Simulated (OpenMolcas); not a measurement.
## Os6+: moving or changing the point charges

Os6+ among 6 point charges of -1.7 e arranged as a trigonal antiprism (D3d), 1.85 Å from the ion, with a polar angle of 64.6° against the regular 54.74°.
```
   0.0000    1.6710    0.7939  -1.70
  -1.4471   -0.8355    0.7939  -1.70
   1.4471   -0.8355    0.7939  -1.70
   0.0000   -1.6710   -0.7939  -1.70
   1.4471    0.8355   -0.7939  -1.70
  -1.4471    0.8355   -0.7939  -1.70
```

- Program: OpenMolcas
- Method: SS-CASPT2, IPEA 0.25 Eh, imaginary shift 0.1 Eh (closed shells correlated: 5s 5p)
- Basis: ANO-RCC-VDZP [7s6p4d2f1g]
- Scalar Hamiltonian: DKH2, point nucleus
- Active space: 2 electrons in 5 orbitals (5d)
- State averaging: 2S+1 = 3 even, 10 roots; 2S+1 = 1 even, 15 roots
- Spin-orbit coupling: RASSI with atomic mean-field integrals over the reference wave functions

Runs around this geometry, states (labels of D3, the rotations of D3d). Energies in cm-1 above the lowest state or level, χT in cm3 K/mol.

```csv
R (Å),q (e),Ground state,First state of that spin,First gap with spin-orbit (degeneracies),χT at 300 K,First state of another spin
1.85,-1.36,3E,3A2 1170,"1400 (1, 2)",0.070,1A1 9920
1.67,-1.7,3E,3A2 4560,"3040 (1, 2)",0.032,1A1 6180
1.85,-1.7,3E,3A2 2290,"2070 (1, 2)",0.047,1A1 8530
1.95,-1.7,3E,3A2 1540,"1650 (1, 2)",0.062,1A1 9450
```

Taking the first state of the same spin as R^-n, n = -ln(1540 / 4560) / ln(1.95 / 1.67) = 7.0 between the shortest and longest distance.

Scaling the charges by -1.36 / -1.7 = 0.80 scales the first state of the same spin by 1170 / 2290 = 0.51; with fixed orbitals a first-order splitting would follow the charge.

Roots that are degenerate in the reference are averaged as groups; the widest CASPT2 spread within a group is 64 cm-1 (the 2-fold group of multiplicity 3 near 10100 cm-1 above the lowest state of its run, R = 1.85, q = -1.7). Shifts and gaps below about the spread of the groups concerned are not significant. Free-ion shares, where given, are those of the reference states; single-state CASPT2 does not remix them. Spin-orbit coupling mixes the spin-free states strongly: the lowest level takes only 49 % from its leading state, 3E (figures for R = 1.85, q = -1.36; the like holds for R = 1.67, q = -1.7, R = 1.85, q = -1.7, R = 1.95, q = -1.7). An orbital doublet at a regular site is open to a Jahn-Teller distortion, which this geometry leaves out (holds for R = 1.67, q = -1.7; R = 1.85, q = -1.7; R = 1.95, q = -1.7). This is an electrostatic model: the charges have no orbitals. No measured value stands beside these numbers.
